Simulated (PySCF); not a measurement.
# Bromine: a sound run and one with changed settings

Sound run: Br [Ar] 3d10 4s2 4p5, Br⁺ [Ar] 3d10 4s2 4p4. Calculation: PySCF 2.14, in cc-pVDZ-PP with ECP10MDF; scalar relativity through the core potential. The sound run starts from symmetry-adapted Hartree-Fock orbitals and uses a fine grid where one is needed.

Changed run: radial step 0.5 in ln r (0.13 in the sound run). This setting is unsound on purpose.

```json
{"species": "Br", "method": "UHF", "sound run (hartree)": "-415.47367", "changed run (hartree)": "-415.47367", "converged": "yes"}
{"species": "Br", "method": "M06-2X", "sound run (hartree)": "-416.96811", "changed run (hartree)": "-416.96929", "converged": "yes"}
{"species": "Br", "method": "B3LYP", "sound run (hartree)": "-416.86028", "changed run (hartree)": "-416.88288", "converged": "yes"}
{"species": "Br⁺", "method": "UHF", "sound run (hartree)": "-415.07864", "changed run (hartree)": "-415.07864", "converged": "yes"}
{"species": "Br⁺", "method": "M06-2X", "sound run (hartree)": "-416.53965", "changed run (hartree)": "-416.54538", "converged": "yes"}
{"species": "Br⁺", "method": "B3LYP", "sound run (hartree)": "-416.42413", "changed run (hartree)": "-416.44721", "converged": "yes"}
```

Ionisation energy of Br:

| method | sound run (eV) | changed run (eV) |
| --- | --- | --- |
| UHF | 10.750 | 10.750 |
| M06-2X | 11.659 | 11.535 |
| B3LYP | 11.868 | 11.855 |

A coarse radial grid mis-integrates the density and the exchange-correlation energy, with errors of either sign; Hartree-Fock needs no grid.

For comparison, NIST gives 11.814 eV between the lowest levels.
